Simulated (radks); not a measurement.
Task: The mean radii <r> (bohr) of the occupied orbitals of an atom or ion are listed with their occupations. Method: Dirac Kohn-Sham, PBE, spin-unpolarised, spherical densities, finite nucleus; Fermi nuclear charge, rms radius of each element as measured or else 0.836 A^(1/3) + 0.57 fm; computed with a radial shooting solver on a logarithmic mesh with Libxc functionals.

orbital  occ.      <r>
1s1/2       2  0.02558
2s1/2       2   0.1093
2p1/2       2  0.09193
2p3/2       4  0.09793
3s1/2       2   0.2916
3p1/2       2   0.2815
3p3/2       4   0.2934
3d3/2       4   0.2644
3d5/2       6   0.2681
4s1/2       2   0.6739
4p1/2       2   0.6969
4p3/2       4   0.7241
4d3/2       4   0.7946
4d5/2       6   0.8046
5s1/2       2    1.638
5p1/2       2    1.856
5p3/2       4    1.938
6s1/2       1    4.332

Name the element and its charge. Open shells, if any, are shared by 2j + 1.

Result: Z = 56, barium, charge +1: Ba+ in [Xe] 6s1. The 1s radius gives Z: for a bare nucleus <r> = (2 gamma + 1)/(2Z) with gamma = sqrt(1 - (Z/c)^2), 0.02523 bohr for Z = 56, and screening makes it slightly larger (0.02558 here). The occupations add up to 55, and the charge is Z minus that.
